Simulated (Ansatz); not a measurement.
Frontier orbitals of C3H9BO2Te, SMILES `CC(C)[Te]B(O)O`.

The species carries charge 0 and has multiplicity 1. Correlated methods include outer-core shells of Te, which these sets cover unevenly. Te takes the def2 core potential. Geometry: relaxed with PBE0-D4/def2-TZVP. It is one conformer, not always the lowest. Basis def2-TZVPP, Ansatz 0.2.0.

```
functional  HOMO (eV)  LUMO (eV)  gap (eV)
       PBE      -4.99      -1.30      3.69
      PBE0      -6.01      -0.48      5.53
     B3LYP      -5.80      -0.71      5.09
     BHLYP      -6.88       0.35      7.23
   LC-ωPBE      -8.49       1.60     10.09
   ωB97M-V      -8.09       1.24      9.33
```

What is the vertical ionisation energy at frozen-core CCSD(T)/def2-TZVPP? (Best estimate.)

Ansatz gave: 7.97 eV (T1 of the cation 0.013).

A quarter of exact exchange (PBE0) shifts PBE's HOMO by −1.02 eV and its LUMO by +0.82 eV; full exchange at long range (ωB97M-V) shifts them by −3.10 and +2.54 eV. The gap opens from 3.69 to 9.33 eV, since occupied levels lose self-interaction and empty ones feel all the electrons. A positive LUMO is unbound and depends on the basis. −ε(HOMO) differs from that ionisation energy by −2.98 eV with PBE and +0.12 eV with ωB97M-V.

B3LYP here is the variant with VWN-RPA as its local correlation; programs differ in this. LC-ωPBE has ω = 0.4 bohr⁻¹.
